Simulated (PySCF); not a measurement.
boron oxyfluoride (BFO), SMILES O=BF.

Geometry: PBE-D3(BJ)/def2-TZVP.

Vertical ionisation energy (IE) and electron affinity (EA) in eV. Rows of orbital energies are one-electron estimates. Where ΔSCF, EOM or ADC give a negative EA the extra electron is unbound and the value depends on the basis.

```
level                                                IE     EA
------------------------------------------------  -----  -----
−ε(HOMO), −ε(LUMO), CAM-B3LYP/def2-TZVPD (PySCF)    ___    ___
−ε(HOMO), −ε(LUMO), M06-2X/def2-TZVPD (PySCF)     11.92   0.54
EOM-CCSD/aug-cc-pVDZ (PySCF)                      13.33  -0.53
```

**Question.** Complete the blanks. (The exact figures need the calculation; the answer reports its results.)

**Answer.** 
- −ε(HOMO), −ε(LUMO), CAM-B3LYP/def2-TZVPD (PySCF), IE: 11.82
- −ε(HOMO), −ε(LUMO), CAM-B3LYP/def2-TZVPD (PySCF), EA: 0.28
